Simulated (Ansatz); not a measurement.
`[CH3][SnH]([OH])[SH]` + HBr → `[CH3][SnH]([OH])[Br]` + H₂S at 600 K and 1 bar (ligand exchange at the Sn–S bond).

Program: Ansatz. Geometries: PBE0-D4/def2-TZVP. ΔE: electronic, gas phase. CBS: MP2 limit from def2 TZ/QZ plus the TZ coupled-cluster correction, frozen cores. This one scheme is used for every species. Elements past krypton have def2 core potentials. For Br, Sn outer-core shells are correlated without core-valence functions, which leaves a few kJ/mol of doubt a bond. Scalar relativity is left out up to krypton. Each species was taken in one conformer, which may not be the lowest.

```
               species  CCSD(T)/CBS energy (Eh)  H − E (kJ/mol)  S (J/(mol·K))
`[CH3][SnH]([OH])[SH]`               -728.68928           238.2          478.5
                   HBr              -2573.91920            33.5          219.1
`[CH3][SnH]([OH])[Br]`              -2903.65401           210.8          469.6
                   H₂S               -398.97279            60.8          230.9
```

H − E and S are ideal-gas, rigid-rotor, harmonic terms from PBE0-D4/def2-TZVP, for one conformer and one mirror image of each species. 1 Eh = 2625.50 kJ/mol, R = 8.31446 J/(mol·K).

Problem. By hand: ΔE, ΔH, ΔS and ΔG.

Solution. ΔE = (-2903.65401) + (-398.97279) − (-728.68928) − (-2573.91920) = -0.01832 Eh = -48.1 kJ/mol. Δ(H − E) = 210.8 + 60.8 − 238.2 − 33.5 = -0.1, so ΔH = -48.2 kJ/mol. ΔS = 469.6 + 230.9 − 478.5 − 219.1 = 2.9 J/(mol·K). ΔG = -48.2 − 600 × (2.9)/1000 = -49.9 kJ/mol.

Problem. By hand: the equilibrium constant, and the temperature at which ΔG would vanish if ΔH and ΔS stayed fixed.

Solution. log₁₀ K = −ΔG/(RT ln 10) = 4.3. ΔH and −TΔS have one sign here, so there is no such temperature.

The number of gas molecules stays the same, so ΔS is small and ΔH decides. A doubt of 5 kJ/mol in ΔE shifts log₁₀ K by 0.4 here. Other conformers and mirror images would add mixing entropy, several J/(mol·K) or more a flexible species. Modes under 60 cm⁻¹, often nearly free rotors, make the harmonic entropy too high. These are equilibria of isolated gas molecules and say nothing of rates. Largest T1 diagnostic: 0.012 (customary marks: 0.02 for closed shells, 0.045 for open ones).

ΔS is within the doubt of such terms, so its sign, and with it that verdict, could turn.
